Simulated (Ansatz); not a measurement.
K₃. Total charge 0; doublet. Geometry B3LYP/def2-TZVPD, that of the charge -1 singlet; atoms count from 1.

```
atom   x (Å)   y (Å)   z (Å)
  K1   3.966   1.577  -0.667
  K2   0.001   0.000   0.000
  K3  -3.967  -1.577   0.667
```

The structure comes from a short search, and lower isomers may exist.

Problem. Estimate the Mulliken populations from the PBE0/def2-TZVPD orbitals of Ansatz.

Solution. 
```csv
atom,charge (e),spin (α − β)
K1,0.03,0.58
K2,-0.07,-0.17
K3,0.04,0.58
```
Mulliken values and Mayer orders depend strongly on the basis. With diffuse functions, as here, like atoms can get unlike values, and bond orders can come out too low or too high.

Problem. Where does the spin sit?

Solution. Summed by element: K 1.00, of 1 unpaired in all. Largest on single atoms: K3 0.58, K1 0.58, K2 -0.17.

Problem. And the Mayer bond orders between bonded heavy atoms (over 0.3)?

Solution. K1–K2 0.57 (4.32 Å); K2–K3 0.57 (4.32 Å).
